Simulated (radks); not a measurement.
Ionisation ladder of scandium, from Sc2+ to Sc8+. Each ion is in the ground configuration listed by NIST, and IE = E(next ion) - E(this ion). All-electron calculation, scalar-relativistic Kohn-Sham, BLYP, spin-polarised, spherical densities, point nucleus; open shells are filled with parallel spins first. Program: a radial shooting solver on a logarithmic mesh with Libxc functionals.

species,configuration,E (hartree),"IE, Delta-SCF (eV)",<r> HOMO (bohr),"IE, NIST (eV)",kind,error (eV)
Sc2+,[Ar] 3d1,-763.59251,25.065,1.57,24.757,exp.,+0.308
Sc3+,[Ar],-762.67139,73.349,1.13,73.489,exp.,-0.140
Sc4+,[Ne] 3s2 3p5,-759.97586,91.693,1.09,91.95,semi-emp.,-0.257
Sc5+,[Ne] 3s2 3p4,-756.60621,110.69,1.06,110.68,semi-emp.,0.0
Sc6+,[Ne] 3s2 3p3,-752.53860,136.77,1.02,138.0,semi-emp.,-1.2
Sc7+,[Ne] 3s2 3p2,-747.51233,158.41,0.989,158.1,semi-emp.,+0.3
Sc8+,[Ne] 3s2 3p1,-741.69094,180.35,0.963,180.0,exp.,+0.3

Reference values: NIST Atomic Spectra Database (exp. = measured, semi-emp. = semi-empirical, theory = theoretical value adopted there). The ionisation energy per charge of the ion left behind rises most, in proportion, at Sc3+ ([Ar]), from 8.355 to 18.337 eV. Against the entries that are not theoretical the mean signed error is 0.0 % and the largest +1.2 %. Open shells are spherical and high-spin; term and fine-structure splittings are not resolved.
